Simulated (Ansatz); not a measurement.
The same atomization along the group B, Ga, In.

Calculated with Ansatz (gas phase, PBE0-D4/def2-TZVP geometries, no zero-point term in ΔE). CCSD(T)/CBS adds triple-zeta CCSD(T) − MP2 to the extrapolated MP2 energy (def2 sets, frozen cores). This one scheme is used for every species, atoms too. For atomizations the MP2-based limit and the directly extrapolated one differ by several kJ/mol either way, and by 10 to 25 for some Ge, Se and Sn compounds, so smaller differences from it don't rank the levels. DFT in def2-TZVPP. B3LYP here is the variant with VWN-RPA as its local correlation; programs differ in this. No spin–orbit coupling; open shells (•) take unrestricted orbitals. Spin–orbit coupling would lower the free atoms: a little for B, C, O, S, Si; clearly for Ga; strongly for In. def2 core potentials past Kr. Bonds to Ga, In are less sure, by a few kJ/mol each and by 10 to 20 or more in all where they break to atoms, as the def2 sets lack core-valence functions. Scalar relativity is left out up to krypton. One conformer a species, not always the lowest.

```json
{"reaction": "`COB(S)O[SiH3]` → C• + 7 H• + B• + 2 O• + S• + Si•", "B3LYP-D4 (kJ/mol)": "4944", "B2PLYP (kJ/mol)": "4895", "CCSD(T)/CBS(def2) (kJ/mol)": "4949"}
{"reaction": "`C[O][Ga]([SH])[O][SiH3]` → C• + 7 H• + Ga• + 2 O• + S• + Si•", "B3LYP-D4 (kJ/mol)": "4447", "B2PLYP (kJ/mol)": "4418", "CCSD(T)/CBS(def2) (kJ/mol)": "4500"}
{"reaction": "`C[O][In]([SH])[O][SiH3]` → C• + 7 H• + In• + 2 O• + S• + Si•", "B3LYP-D4 (kJ/mol)": "4281", "B2PLYP (kJ/mol)": "4247", "CCSD(T)/CBS(def2) (kJ/mol)": "4347"}
```

Largest T1 diagnostic: 0.016, for `C[O][In]([SH])[O][SiH3]`.
